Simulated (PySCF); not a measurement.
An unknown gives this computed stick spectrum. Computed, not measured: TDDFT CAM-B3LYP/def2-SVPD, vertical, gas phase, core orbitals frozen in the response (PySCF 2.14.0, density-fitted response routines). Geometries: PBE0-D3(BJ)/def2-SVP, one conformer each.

```csv
state,λ (nm),f
S1,224.0,0.150
S2,205.3,0.156
S3,199.3,0.060
S4,194.1,0.118
S5,190.9,0.0096
S6,188.2,0.060
S7,186.3,0.039
S8,180.9,0.0085
S9,177.7,0.019
S10,176.3,0.015
```

Task: Which candidate is it?
A. `C(#N)/C=C\CC(=O)C`
B. `COc1cccnc1`
C. `C=C[C@@H]1C[Si@H]1N([SiH3])[SiH3]`

Result: C. Its S1, at 5.54 eV, is the highest among the candidates; the nearest of the others has S1 at 5.00 eV. S1 is HOMO→LUMO (82%). Löwdin shares by element: HOMO carbon 58% or more, silicon 14% or more (atoms not listed hold the other 27%); LUMO silicon 42%, nitrogen 9% (atoms not listed hold the other 49%). At the same level the other candidates give, for their lowest levels:
- `COc1cccnc1`: 248 nm (f 0.004); 241 nm (f 0.077); 215 nm (f 0.000); 204 nm (f 0.091); 185 nm (f 0.011); T1 4.00 eV; HOMO -8.05, LUMO 0.26 eV
- `CC(=O)C/C=C\C#N`: 270 nm (f 0.000); 209 nm (f 0.150); 197 nm (f 0.232); 189 nm (f 0.019); 180 nm (f 0.003); HOMO -9.21, LUMO -0.50 eV

The values belong to the conformer `[CH2:1]=[CH:2][C@@H:3]1[CH2:4][Si@H:5]1[N:6]([SiH3:7])[SiH3:8]`: C1–C2–C3–C4 -146°, C4–Si5–N6–Si7 -38°.
Triplets come from the Tamm–Dancoff approximation.
